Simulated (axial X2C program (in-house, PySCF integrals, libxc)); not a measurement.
## Curves of CPrO from open-shell CI on f(δφ)1 f(π)0

Calculated with an in-house all-electron X2C program for linear molecules (integrals from PySCF): two-component X2C with atomic mean-field Coulomb and Gaunt terms, basis C dyall-v3z, Pr dyall-v3z, O dyall-v3z (cores contracted in-house). Orbitals come from Hartree–Fock averaged over the configuration Pr f(δφ)1 f(π)0; CI then distributes these electrons over the f(δφ), f(π) shells of Pr.

Scan along the C–Pr bond with PrO moving as one mass, its bond held at 1.720 Å; masses C 12.000 u, Pr 140.908 u, O 15.995 u. Energies in cm⁻¹ from the lowest point; levels are followed by energy order within each Ω. Lowest level at 2.102 Å: 100% f(δφ)1.

| R (Å) | (1)Ω=5/2 | (1)Ω=3/2 | (1)Ω=7/2 | (2)Ω=5/2 |
| --- | --- | --- | --- | --- |
| 1.955 | 1536 | 3170 | 4188 | 5357 |
| 2.028 | 376 | 2144 | 3006 | 4301 |
| 2.102 | 0 | 1880 | 2613 | 4016 |
| 2.186 | 325 | 2308 | 2927 | 4432 |
| 2.270 | 1250 | 3312 | 3850 | 5437 |
| 2.365 | 2806 | 4935 | 5413 | 7075 |
| 2.480 | 5132 | 7316 | 7766 | 9510 |

Fit the curves (1)Ω=5/2, (1)Ω=3/2, (1)Ω=7/2, (2)Ω=5/2 near their minima.

From the open-shell CI curves, Te from the lowest:

```csv
level,Te (cm⁻¹),Re (Å),ωe (cm⁻¹)
(1)Ω=5/2,0,2.106,582.9
(1)Ω=3/2,1877,2.094,585.6
(1)Ω=7/2,2612,2.108,584.4
(2)Ω=5/2,4015,2.096,588.1
```

Without dynamic correlation distances can be off by several hundredths of an Å (long for ionic bonds, short for multiple bonds) and the wavenumbers are rough.

Dynamic correlation is missing, so gaps between terms are too wide and other configurations may lie lower; the lowest level listed is that of this model, not necessarily the ground state. At most 6 roots were kept for each Ω > 0 (twice that for Ω = 0) within 3.5 eV of the lowest, so higher up levels can be missing between those listed; levels with Ω > 0 are doubly degenerate and listed once, Ω = 0 levels singly. Some active spinors are only partly of the character that their shell is named for, so the shell names and counts are nominal. States that fill the shells left empty in the average are placed too high. The molecule was held linear; bending was not examined.
